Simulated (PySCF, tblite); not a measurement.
Isomers of C4H10F2SSi. Method: GFN2-xTB as coded in tblite; computed harmonic values from a numerical Hessian at the method's own geometry, unscaled. Errors from tens to a few hundred cm⁻¹ against measured bands are possible. Modes of hydrogen on silicon can be 10 to 20 % off. One conformer each.

Electronic energies: PBE0/pcSseg-1 single points on the GFN2-xTB geometries (PySCF, gas phase).

```
                 SMILES  electronic energy, lowest = 0 (kcal/mol)
  C[C@H](CC(F)F)S[SiH3]                                       9.0
  C[C@H](SC[SiH3])C(F)F                                      25.8
  C[SiH2]S[C@H](C)C(F)F                                       0.0
CS[C@@](C)([SiH3])C(F)F                                      30.6
```

**Question.** How do GFN2-xTB zero-point energies change the relative energies?

**Answer.** 
```
                 SMILES  ZPE (kcal/mol)  of it from modes above 1550 cm⁻¹  electronic (kcal/mol)  with ZPE, lowest = 0 (kcal/mol)  lowest mode (cm⁻¹)  rings
  C[SiH2]S[C@H](C)C(F)F            82.4                              41.1                    0.0                              0.0                  24      0
  C[C@H](CC(F)F)S[SiH3]            81.8                              39.9                    9.0                              8.4                  17      0
  C[C@H](SC[SiH3])C(F)F            80.6                              39.8                   25.8                             24.0                  8i      0
CS[C@@](C)([SiH3])C(F)F            80.5                              40.0                   30.6                             28.7                  42      0
```

The zero-point energies span 1.9 kcal/mol, from `CS[C@@](C)([SiH3])C(F)F` to `C[SiH2]S[C@H](C)C(F)F`. Slightly imaginary modes are left out of the zero-point energy: `C[C@H](SC[SiH3])C(F)F` 7.8i cm⁻¹. The order is unchanged.

**Question.** And how do the electronic energies of GFN2-xTB itself compare?

**Answer.** `C[SiH2]S[C@H](C)C(F)F` 7.6; `C[C@H](CC(F)F)S[SiH3]` 0.0; `C[C@H](SC[SiH3])C(F)F` 27.6; `CS[C@@](C)([SiH3])C(F)F` 25.9 kcal/mol, lowest = 0. Against the energies above, taken from the same isomer `C[SiH2]S[C@H](C)C(F)F`, the largest difference is 16.6 kcal/mol.
